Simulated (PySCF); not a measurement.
Ge(H)2(F)(Me) (CH5FGe), SMILES [CH3][GeH2][F].

The structure is a stationary point at r2SCAN-D4/def2-SVP.

These are r2SCAN/def2-TZVPD run with PySCF values and carry that method's errors.

Gas-phase values at a fixed geometry.

```yaml
total_energy: -2217.98303 hartree
point_group: Cs
highest_occupied_level: -8.03 eV
lowest_empty_level: -0.30 eV
orbital_gap: 7.73 eV
dipole_moment: 2.46 D
quadrupole, principal values (traceless, Buckingham form, about the centre of nuclear charge): -3.65, 1.38, 2.27 D·Å
mean_static_polarisability: 44.8 bohr³ (6.65 Å³)
polarisability_principal_values: 41.3, 42.9, 50.4 bohr³
```
